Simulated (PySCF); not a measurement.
A geometry optimisation, step by step.

Species: (Cl)2Hf(OSiH2)2O (singlet state).
Bonds: Hf1–Cl2, Hf1–Cl3, Hf1–O4, Hf1–O8, O4–Si5, Si5–O6, O6–Si7, Si7–O8. Hydrogens: H9, H10 on Si5; H11, H12 on Si7.

Method: PBE0-D3(BJ)/def2-SVP geometry optimisation, gas phase, def2 core potentials past Kr (PySCF 2.14.0); density fitting, grid level 1; the optimiser is geomeTRIC in internal coordinates, started from a GFN1-xTB structure with every atom displaced at random (about 0.03 Å). 7 of its 13 geometries are shown. The frame can shift and turn from step to step; on so coarse a grid that alone can change the energy by a few meV, and forces under 0.02 eV/Å are noise.

Step 0: E = -48286.5141 eV, largest atomic force 5.414 eV/Å
```
atom  x, y, z in Å  |  force x, y, z in eV/Å
Hf1    -1.053    1.104   -0.586   -3.548   3.272  -2.453
Cl2    -0.843    3.453   -0.593    0.178  -0.092   0.086
Cl3    -3.224    0.733   -1.582    0.680  -0.144   0.307
O4     -0.992    0.535    1.178   -2.012   1.186   1.056
Si5    -0.057   -0.602    1.740    2.644  -1.298   2.481
O6      0.942   -0.997    0.506    0.411  -0.370  -0.639
Si7     1.339   -0.758   -1.093    0.147  -0.606   0.744
O8      0.307    0.388   -1.651    0.923  -0.435  -1.077
H9     -0.789   -1.746    2.221   -0.497  -0.749   0.152
H10     0.763    0.024    2.823   -0.020  -0.236   0.005
H11     1.053   -2.003   -1.770    0.125  -0.656  -0.502
H12     2.668   -0.214   -1.142    0.968   0.127  -0.161
```

Step 2: E = -48287.2418 eV, largest atomic force 0.637 eV/Å
```
atom  x, y, z in Å  |  force x, y, z in eV/Å
Hf1    -1.158    1.225   -0.661   -0.030   0.301   0.015
Cl2    -0.880    3.552   -0.668    0.088   0.117   0.024
Cl3    -3.235    0.738   -1.635   -0.126  -0.153  -0.061
O4     -1.047    0.577    1.182   -0.042   0.056  -0.575
Si5    -0.035   -0.593    1.797    0.257  -0.245   0.115
O6      0.959   -1.009    0.533    0.075  -0.100   0.010
Si7     1.350   -0.780   -1.065    0.076  -0.041   0.096
O8      0.296    0.383   -1.659   -0.240  -0.130   0.576
H9     -0.803   -1.793    2.234   -0.017   0.107  -0.056
H10     0.789   -0.046    2.905   -0.038   0.047  -0.015
H11     1.135   -2.069   -1.777    0.061   0.102  -0.051
H12     2.745   -0.268   -1.136   -0.065  -0.060  -0.080
```

Step 4: E = -48287.3644 eV, largest atomic force 0.712 eV/Å
```
atom  x, y, z in Å  |  force x, y, z in eV/Å
Hf1    -1.205    1.290   -0.695   -0.151   0.191  -0.124
Cl2    -0.837    3.622   -0.671    0.021   0.049   0.008
Cl3    -3.254    0.645   -1.676   -0.052  -0.037   0.011
O4     -1.029    0.561    1.075    0.332  -0.443   0.429
Si5    -0.019   -0.600    1.792   -0.355   0.363  -0.499
O6      1.013   -1.070    0.583    0.124  -0.155   0.307
Si7     1.359   -0.799   -1.008   -0.110   0.160  -0.309
O8      0.261    0.364   -1.535    0.286  -0.248   0.072
H9     -0.836   -1.764    2.213   -0.009   0.022   0.058
H10     0.749    0.012    2.902   -0.015   0.028   0.026
H11     1.164   -2.047   -1.787   -0.046  -0.006   0.007
H12     2.749   -0.296   -1.142   -0.024   0.076   0.015
```

Step 6: E = -48287.3859 eV, largest atomic force 0.082 eV/Å
```
atom  x, y, z in Å  |  force x, y, z in eV/Å
Hf1    -1.228    1.289   -0.692    0.070  -0.027   0.019
Cl2    -0.853    3.623   -0.663   -0.009  -0.005  -0.004
Cl3    -3.282    0.595   -1.629   -0.029  -0.009   0.023
O4     -1.012    0.538    1.071   -0.020   0.006  -0.030
Si5     0.001   -0.599    1.771   -0.029   0.070  -0.002
O6      1.058   -1.090    0.591    0.050  -0.028  -0.033
Si7     1.360   -0.794   -1.016    0.001  -0.018   0.024
O8      0.246    0.350   -1.513   -0.061   0.051  -0.019
H9     -0.814   -1.752    2.226    0.013  -0.019   0.004
H10     0.753    0.043    2.877    0.007  -0.017   0.004
H11     1.158   -2.039   -1.800    0.003  -0.008   0.008
H12     2.730   -0.247   -1.171    0.005   0.006   0.005
```

Step 8: E = -48287.3861 eV, largest atomic force 0.327 eV/Å
```
atom  x, y, z in Å  |  force x, y, z in eV/Å
Hf1    -1.267    1.266   -0.662   -0.036   0.051  -0.035
Cl2    -0.933    3.606   -0.659   -0.007  -0.006  -0.008
Cl3    -3.352    0.535   -1.493    0.008   0.016   0.025
O4     -0.988    0.527    1.094   -0.066   0.099  -0.056
Si5     0.059   -0.587    1.759    0.155  -0.239   0.162
O6      1.104   -1.073    0.562   -0.087   0.089  -0.046
Si7     1.343   -0.772   -1.056    0.059  -0.027   0.072
O8      0.192    0.348   -1.529   -0.012  -0.043  -0.008
H9     -0.718   -1.760    2.240    0.003   0.020  -0.030
H10     0.832    0.048    2.855   -0.001   0.033  -0.012
H11     1.149   -2.033   -1.815   -0.002   0.021  -0.033
H12     2.695   -0.188   -1.245   -0.015  -0.016  -0.030
```

Step 10: E = -48287.3887 eV, largest atomic force 0.062 eV/Å
```
atom  x, y, z in Å  |  force x, y, z in eV/Å
Hf1    -1.276    1.263   -0.644   -0.013   0.028   0.015
Cl2    -0.955    3.604   -0.652    0.002   0.007  -0.006
Cl3    -3.373    0.535   -1.441   -0.006   0.010   0.012
O4     -0.975    0.525    1.110    0.033  -0.014   0.020
Si5     0.085   -0.594    1.766    0.009  -0.030  -0.020
O6      1.108   -1.064    0.545   -0.020   0.022   0.020
Si7     1.333   -0.768   -1.073   -0.021   0.017  -0.024
O8      0.171    0.348   -1.534    0.021  -0.057   0.010
H9     -0.684   -1.770    2.246   -0.002   0.005  -0.002
H10     0.869    0.048    2.850    0.001   0.009  -0.005
H11     1.132   -2.026   -1.835   -0.002   0.006  -0.010
H12     2.681   -0.185   -1.284   -0.002  -0.002  -0.010
```

Step 12: E = -48287.3890 eV, largest atomic force 0.026 eV/Å
```
atom  x, y, z in Å  |  force x, y, z in eV/Å
Hf1    -1.275    1.264   -0.643    0.006   0.006   0.025
Cl2    -0.956    3.607   -0.653    0.004   0.000  -0.005
Cl3    -3.370    0.537   -1.446   -0.009   0.008   0.016
O4     -0.974    0.524    1.111    0.010   0.002   0.001
Si5     0.085   -0.596    1.767    0.002   0.005  -0.013
O6      1.108   -1.064    0.546    0.011  -0.002  -0.009
Si7     1.333   -0.769   -1.072   -0.011  -0.006  -0.015
O8      0.171    0.346   -1.531   -0.017  -0.006  -0.004
H9     -0.686   -1.771    2.246    0.001  -0.002   0.001
H10     0.868    0.050    2.850    0.002  -0.003   0.001
H11     1.130   -2.025   -1.838    0.001  -0.001   0.001
H12     2.681   -0.186   -1.287    0.001  -0.001   0.000
```

**Question.** Summarise the path.

**Answer.** The energy falls by 20.18 kcal/mol from step 0 to step 12; nine tenths of that is first reached at step 3. It rises by more than 0.2 meV at step 8. The largest force goes from 5.414 to 0.026 eV/Å. Among the bonds O4–Si5 changes most, from 1.576 to 1.675 Å; the atoms move by 0.135 Å rms after alignment.

What follows is the cost of the whole optimisation. On one thread, Intel Xeon Platinum 8488C (x86_64), shared host with 96 logical CPUs at a one-minute load of 46, this took 4.1 min wall and 0.73 GiB of memory at its peak.
